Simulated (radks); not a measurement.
Values are calculated unless marked as measured or tabulated.
Spherical jellium clusters: N electrons in a uniform positive sphere of charge N and radius rs N^(1/3), rs = 4.21 bohr. Level of theory: non-relativistic Kohn-Sham, LDA (Slater exchange, Perdew-Wang correlation), spin-polarised, spherical densities (a radial shooting solver with Libxc functionals). Levels are named by radial order and angular momentum (1s, 1p, 1d, 2s, ...), and open shells are averaged over m.

N = 19, configuration 1s2 1p6 1d10 2s(up 1, down 0). This is the lowest configuration that the search found. Occupied and some empty levels:

level,occupation,eigenvalue (eV),<r> (bohr)
1s up,1,-4.7698,6.802
1s down,1,-4.6370,7.200
1p up,3,-4.0106,8.255
1p down,3,-3.9593,8.338
1d up,5,-3.0969,9.205
1d down,5,-3.0639,9.216
2s up,1,-2.7722,7.509
2s down,0,-2.4983,7.703
1f up,0,-2.0419,10.04
1f down,0,-2.0112,10.04
2p up,0,-1.5215,9.388
2p down,0,-1.4054,9.702
1g up,0,-0.88938,10.98
1g down,0,-0.85791,10.99

Energy (eV): total -35.8759, kinetic 29.555, external -1037.3, Hartree 513.50, exchange-correlation -66.332, background 524.66.
